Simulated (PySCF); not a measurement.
**Static response to an electric field**

C₆H₆S.
Structure used (GFN2-xTB), in Å, numbered top down from 1:
```xyz
13
C6H6S angstrom
C      2.1483   -0.5642    0.8683
C      1.2464    0.0283    0.3429
C      0.1836    0.7299   -0.2883
C      0.3108    2.0367   -0.5683
C     -1.0220   -0.0326   -0.6032
C     -1.0602   -1.4596   -0.1789
S     -2.2899    0.6382   -1.3864
H      2.9396   -1.0749    1.3308
H     -0.4920    2.5735   -1.0446
H      1.2077    2.5799   -0.3275
H     -0.9796   -1.5259    0.9073
H     -0.2107   -2.0007   -0.5972
H     -1.9862   -1.9283   -0.5014
```

Level: PBE0/def2-SVPD (PySCF), static field, nuclei fixed, core orbitals frozen in the response. The polarisability tensor in these axes (au):

```
x   111.64  -6.22  25.55
y    -6.22  97.58 -13.69
z    25.55 -13.69  72.31
```

Question: Give the principal values, the mean and the anisotropy Δα = √{½[(α1 − α2)² + (α2 − α3)² + (α1 − α3)²]}.

Answer: Principal values 57.36, 95.43 and 128.75 au; mean 93.84 au = 13.91 Å³ = 15.47 × 10⁻⁴⁰ C²·m²/J; Δα = 61.87 au (66 % of the mean).

Question: What is the dipole moment, and where does it point?

Answer: (2.22, -0.52, 1.21) D, 2.58 D in size, pointing from the negative to the positive side. Measured along this direction, the outermost atoms are S7 at the negative end and H8 at the positive end.

Question: Rayleigh depolarisation ratio (linearly polarised light, static tensor)?

Answer: ρ = 3Δα²/(45ᾱ² + 4Δα²) = 11483.2/(396308 + 15310.9) = 0.0279.

Question: Orientational against electronic polarisability at 250 K (dilute gas, rigid molecules)?

Answer: In Gaussian units μ²/3kT = 64.24 Å³ against 13.91 Å³, a ratio of 4.62; the Debye molar polarisation (4π/3)N_A(α + μ²/3kT) is 197.1 cm³/mol, leaving out the vibrational part.

Question: Along which axes do the principal values lie, and how far do the nuclei extend along each?

Answer: Largest value along (0.81, -0.36, 0.46), where the nuclei span 6.11 Å; middle along (0.43, 0.90, -0.06), 5.43 Å; least along (-0.39, 0.24, 0.89), 1.75 Å. The response follows the extents in order.

Question: Find the Langevin capture rate constant for H3+ (3.023 u) meeting this molecule (110.019 u), k = 2.342 × 10⁻⁹ cm³/s × √(α in Å³ / reduced mass in u).

Answer: The reduced mass is 2.94 u, so k = 5.09 × 10⁻⁹ cm³/s. The formula leaves out the permanent dipole, which adds to the capture rate.

Isolated species at its GFN2-xTB geometry (one conformer only).
